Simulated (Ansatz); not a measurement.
C$_{2}$H$_{8}$BNO, SMILES `CNB(C)O` at its PBE0-D4/def2-TZVP geometry, where that method's forces vanish. The species carries charge 0 and has multiplicity 1.

```xyz
13

C     1.8210   -0.4577    0.5473
N     0.4345   -0.0791    0.6289
B    -0.4957    0.1108   -0.4155
C    -1.9810    0.5264   -0.1016
O    -0.1640   -0.0547   -1.7412
H     2.0211   -1.4035    1.0621
H     2.1235   -0.5947   -0.4932
H     2.4822    0.3058    0.9708
H     0.1040    0.0635    1.5681
H    -2.2336    1.4588   -0.6149
H    -2.6759   -0.2291   -0.4806
H    -2.1836    0.6635    0.9631
H     0.7476   -0.3099   -1.8932
```

Question: What forces (eV/Å) does PBE-D4/def2-TZVPP give on these atoms in Ansatz 0.2.0? (An estimate is asked.)

Answer: Computed: 
```
C1   0.075 -0.020  0.024
N2   0.009 -0.003 -0.028
B3  -0.189  0.060  0.143
C4   0.081 -0.022 -0.007
O5  -0.355  0.072 -0.403
H6   0.065 -0.201  0.106
H7   0.067 -0.030 -0.229
H8   0.159  0.151  0.088
H9  -0.120  0.052  0.342
H10 -0.065  0.180 -0.094
H11 -0.149 -0.136 -0.069
H12 -0.047  0.028  0.204
H13  0.471 -0.132 -0.078
```
